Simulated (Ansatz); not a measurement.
A structure relaxed at PBE-D4/def2-TZVPD in Ansatz, charge -1, doublet:

Cartesian coordinates in Å:
```
Pd -1.1274 -0.5645 0.0986
Pd -0.9976 1.6524 1.5060
Pd 0.9038 0.8966 -0.1230
H -0.6351 -1.7870 -0.7593
H 1.8563 -0.1975 -0.7223
```

(1) Give its formula.

(2) Summarise the bond lengths by kind (pairs closer than 1.2 times the sum of covalent radii, bridged metal pairs left out).

## Answers

(1) Pd3H2⁻.

(2) 3 × Pd–Pd 2.51 to 2.63 Å; 2 × H–Pd 1.57 Å.

In the def2 sets Pd takes a core potential; there is no spin–orbit coupling. Another isomer (doublet) lies 0.86 eV lower at PBE0-D4/def2-TZVPD; other spin states weren't run for this one.
